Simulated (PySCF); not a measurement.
**Excitation energy of Fe by level of theory**

Fe [Ar] 3d6 4s2 (5D) → Fe [Ar] 3d5 4s2 4p1 (7P), as a difference of total energies. All numbers are calculated (PySCF 2.14, the spin-free X2C one-electron Hamiltonian (Gaussian nucleus), in x2c-QZVPPall with one added diffuse shell each of s, p, d, f, g type (12s8p6d5f3g, 128 functions)). The calculations carry no spin-orbit coupling.

```
 method  excitation energy (cm⁻¹)
    LDA                     47329
    PBE                     46843
   PBE0                     42476
 revPBE                     46499
wB97M-V                     42642
```

The determinant of the upper state mixes LS terms, which raises its energy above the lowest term, most at the Hartree-Fock and MP2 levels.

For comparison: 39859 cm⁻¹ (measured; NIST levels, between the centres of gravity of the two terms).
